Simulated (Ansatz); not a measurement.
`[NH2][Al]([SiH3])[CH2][SiH3]` and `[SiH3][CH2][AlH][SiH3]` differ in one atom or group.

Ansatz, PBE0-D4/def2-TZVP geometries, multiplicity 1. Each molecule was computed in one conformer, which needn't be the lowest.

```json
{"property": "HOMO energy (B3LYP/def2-TZVPP) / eV", "`[NH2][Al]([SiH3])[CH2][SiH3]`": "-7.13"}
{"property": "size of the dipole moment (B3LYP/def2-TZVPP) / D", "`[NH2][Al]([SiH3])[CH2][SiH3]`": "1.13"}
{"property": "LUMO energy (ωB97M-V/def2-TZVPP) / eV", "`[NH2][Al]([SiH3])[CH2][SiH3]`": "0.71"}
{"property": "HOMO–LUMO gap (B3LYP/def2-TZVPP) / eV", "`[NH2][Al]([SiH3])[CH2][SiH3]`": "6.02"}
{"property": "LUMO energy (PBE/def2-TZVPP) / eV", "`[NH2][Al]([SiH3])[CH2][SiH3]`": "-1.70"}
{"property": "LUMO energy (PBE0/def2-TZVPP) / eV", "`[NH2][Al]([SiH3])[CH2][SiH3]`": "-0.95"}
```

**Question.** Give the same properties after the change, and the shifts. (An estimate is asked.)

**Answer.** Computed: 
```csv
property,`[SiH3][CH2][AlH][SiH3]`,shift
HOMO energy (B3LYP/def2-TZVPP) / eV,-7.20,-0.07
size of the dipole moment (B3LYP/def2-TZVPP) / D,0.65,-0.48
LUMO energy (ωB97M-V/def2-TZVPP) / eV,-0.28,-0.99
HOMO–LUMO gap (B3LYP/def2-TZVPP) / eV,5.11,-0.91
LUMO energy (PBE/def2-TZVPP) / eV,-2.66,-0.96
LUMO energy (PBE0/def2-TZVPP) / eV,-1.90,-0.95
```

With PBE0 the HOMO falls by 0.05 eV and the LUMO falls by 0.95 eV, so the gap narrows by about 0.90 eV. PBE moves the HOMO by -0.11 eV and ωB97M-V by -0.03 eV. Dipoles are sizes alone; their direction can turn.

B3LYP here is the variant with VWN-RPA as its local correlation; programs differ in this.
